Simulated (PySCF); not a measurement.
Molecule: 2-fluoropyridine (SMILES Fc1ccccn1).

Numbering as in the mapped SMILES `[F:1][c:2]1[cH:3][cH:4][cH:5][cH:6][n:7]1`. Hydrogens are named by the atom that carries them.

Geometry PBE0-D3(BJ)/def2-SVP throughout; GIAO in PySCF 2.14, gas phase, one conformer, non-relativistic; equivalent atoms averaged; functional PBE0.

Problem. How do the absolute shieldings σ depend on the basis set? (a selection of nuclei; ppm; last column core-seconds on 1 thread of an Arm Neoverse V1, shared host)

Solution. 
```csv
basis set,functions,F1,C2,C6,C5,C3,N7,H(C6),H(C4),H(C3),core-s
STO-3G,39,294.3,107.9,113.7,129.9,135.5,60.7,24.27,25.35,25.85,2.9
pcSseg-0,71,230.9,11.3,31.6,62.2,72.1,-67.2,24.02,25.05,25.98,5.4
6-31G,71,248.9,39.5,55.7,81.3,90.8,-29.4,23.98,24.87,25.68,5.6
6-31G*,106,259.8,37.4,51.4,79.5,89.3,-12.5,23.62,24.38,25.44,8.5
cc-pVDZ,118,258.0,34.3,49.3,76.4,87.1,-21.5,22.96,23.68,24.69,10
def2-SVP,118,261.9,31.5,47.0,75.4,86.0,-23.3,23.23,23.79,24.75,9.7
pcSseg-1,139,240.4,13.8,29.8,59.1,70.4,-50.0,22.84,23.47,24.43,11
aug-cc-pVDZ,197,260.1,32.0,47.4,76.0,86.8,-21.2,22.79,23.44,24.39,21
"6-311+G(2d,p)",213,244.1,17.5,33.9,63.3,74.1,-43.2,22.99,23.65,24.55,22
def2-TZVP,241,243.6,15.4,32.5,62.0,73.3,-45.4,22.97,23.61,24.58,28
cc-pVTZ,266,244.5,17.1,34.2,63.4,74.8,-43.1,22.84,23.45,24.40,31
IGLO-III,285,241.7,9.6,26.1,56.0,67.3,-53.5,22.86,23.51,24.42,34
pcSseg-2,308,241.9,8.5,25.0,55.2,66.9,-55.0,22.74,23.34,24.28,42
```

Problem. Which nucleus among those listed moves most, in ppm?

Solution. N7 (pyridine-type ring nitrogen): from -67.2 ppm with pcSseg-0 to 60.7 ppm with STO-3G. The smallest spread is 1.54 ppm, at H(C6). Proton shifts span only some 12 ppm, so a few tenths of a ppm matter as much there as several ppm in carbon.

Problem. Taking the largest basis, pcSseg-2 (308 functions), as the yardstick, rank the others by their worst heavy-atom deviation.

Solution. IGLO-III 1.6 ppm (285 functions), pcSseg-1 5.3 ppm (139 functions), def2-TZVP 9.6 ppm (241 functions), 6-311+G(2d,p) 11.8 ppm (213 functions), cc-pVTZ 11.9 ppm (266 functions), pcSseg-0 12.1 ppm (71 functions), 6-31G 31.0 ppm (71 functions), def2-SVP 31.8 ppm (118 functions), cc-pVDZ 33.6 ppm (118 functions), aug-cc-pVDZ 33.8 ppm (197 functions), 6-31G* 42.6 ppm (106 functions), STO-3G 115.7 ppm (39 functions).

A small basis that lands close on one nucleus may do so by chance; judge by the trend and by all nuclei.
